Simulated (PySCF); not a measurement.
**State search for KP⁺**

Unrestricted PBE0; basis K def2-SVP, P def2-SVP; no relativity; PySCF 2.14. Outer shells of the fragments: K+ closed shells only; P 3s2 3p3.

Followed along the bond (rough minima from three points):

| 2Ms+1 | unpaired | ⟨S²⟩ at the start | R at minimum (Å) | Te (eV) |
| --- | --- | --- | --- | --- |
| 4 | σ ↑, π ↑↑ | 3.75 | 3.62 | 0.00 |
| 2 | σ ↓, π ↑↑ | 1.76 | 3.66 | 0.71 |
| 2 | π ↑ | 0.75 | 3.50 | 1.59 |

Solutions found at the starting distance of 3.110 Å, counted from the lowest of them; the search is not exhaustive and high or unbound solutions are not listed, so other states can lie among these:

```
2Ms+1   unpaired   term  E (eV)  ⟨S²⟩  ⟨Lz²⟩  μ (D)
    4  σ ↑, π ↑↑    ⁴Σ⁻    0.00  3.75   0.00  -5.29
    2  σ ↓, π ↑↑  mixed    0.73  1.76   0.00  -5.28
    2  σ ↑, π ↑↓  mixed    0.73  1.76   2.02  -5.26
    2        π ↑     ²Π    1.61  0.75   1.01  -4.98
    2        σ ↑  mixed    1.98  0.75   2.00  -5.13
    2        π ↑     ²Π    2.30  0.75   1.01  -5.23
```

A term symbol is given only where ⟨S²⟩ and ⟨Lz²⟩ are close to those of a pure state; real π, δ and φ orbitals otherwise mix terms. A positive dipole points towards P; it is taken about the centre of mass and depends on that origin.
